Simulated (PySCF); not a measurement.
# Simulated absorption spectrum

Compound: C₂H₁₁NO₃Si₃.
Structure used (PBE0-D3(BJ)/def2-SVP), in Å, numbered top down from 1:
```
atom  x, y, z in Å
C1    -4.1181   -0.2014   -0.8909
C2    -2.7611   -0.5935   -0.3708
O3    -2.4783   -1.7262   -0.0125
N4    -1.7953    0.3657   -0.3079
Si5   -0.2448   -0.2129    0.3046
O6     0.6972    1.1574    0.2469
Si7    2.2189    1.7523    0.4830
O8     3.3443    0.5720    0.2528
Si9    3.8059   -0.9699   -0.1389
H10   -4.0527    0.0474   -1.9615
H11   -4.5036    0.6843   -0.3639
H12   -4.8092   -1.0413   -0.7591
H13   -1.9796    1.3192   -0.5957
H14    0.3441   -1.2450   -0.5875
H15   -0.3537   -0.6860    1.7081
H16    2.4404    2.8400   -0.5050
H17    2.3439    2.2543    1.8776
H18    3.0028   -1.9565    0.6434
H19    5.2496   -1.1286    0.1932
H20    3.5984   -1.2176   -1.5962
```

Computed, not measured: TDDFT CAM-B3LYP/def2-SVPD, vertical, gas phase, core orbitals frozen in the response (PySCF).

Computed states:

```json
{"state": "S1", "E (eV)": "5.73", "f": "0.0005"}
{"state": "S2", "E (eV)": "7.21", "f": "0.081"}
{"state": "S3", "E (eV)": "7.27", "f": "0.0015"}
{"state": "S4", "E (eV)": "7.38", "f": "0.088"}
{"state": "S5", "E (eV)": "7.39", "f": "0.016"}
{"state": "S6", "E (eV)": "7.60", "f": "0.0083"}
{"state": "S7", "E (eV)": "7.75", "f": "0.019"}
{"state": "S8", "E (eV)": "7.81", "f": "0.010"}
{"state": "S9", "E (eV)": "7.97", "f": "0.133"}
{"state": "S10", "E (eV)": "8.12", "f": "0.0046"}
```

Each state is given a Gaussian of 0.5 eV full width at half maximum, with ε(max) = 2.175×10⁸ f / Δν̃ (Δν̃ the width in cm⁻¹). The width is an assumption, not a result. The curve ends short of the highest state used, and states not computed would add to its high-energy end.

Problem. Give the broadened spectrum and its maxima.

Solution. 
λ (nm), ε (L mol⁻¹ cm⁻¹) and a bar:
```
    164.8       7972 #########################
    168.5       9658 ##############################
    172.1       8549 ###########################
    175.8       5086 ################
    179.5       2065 ######
    183.2        589 ##
    186.8        128 
    190.5         20 
    194.2          3 
    197.8          1 
    201.5          4 
    205.2          9 
    208.8         17 
    212.5         24 
    216.2         27 
    219.8         25 
    223.5         19 
    227.2         12 
    230.8          7 
    234.5          3 
    238.2          1 
    241.9          1 
    245.5          0 
    249.2          0
```

Maxima: 217 nm (5.72 eV), ε about 28, made up of S1 (100%); 169 nm (7.33 eV), ε about 9700, made up of S2 (38%) and S4 (48%) (ε in L mol⁻¹ cm⁻¹; maxima over ε = 5, shares over 10%).

Problem. On this curve, what absorbance would a 10⁻³ mol/L sample give at 193 nm over a 1 cm path?

Solution. 193 nm is 6.424 eV, where ε is about 5 L mol⁻¹ cm⁻¹, so A = ε c l ≈ 0.005 (Beer–Lambert, with the gas-phase spectrum and the assumed width).

Problem. What would ε be at 7.33 eV, the highest of these maxima, with half the width (0.25 eV)?

Solution. About 14800 L mol⁻¹ cm⁻¹ against 9710, a factor of about 1.5; a lone state at its own centre would give exactly 2.

Problem. Coming from long wavelengths, where does ε first pass 100 L mol⁻¹ cm⁻¹?

Solution. At about 187 nm (6.62 eV), 0.90 eV above S1.

All these states lie below the vertical ionisation energy of 10.01 eV (ΔSCF).

One conformer stands for the species.
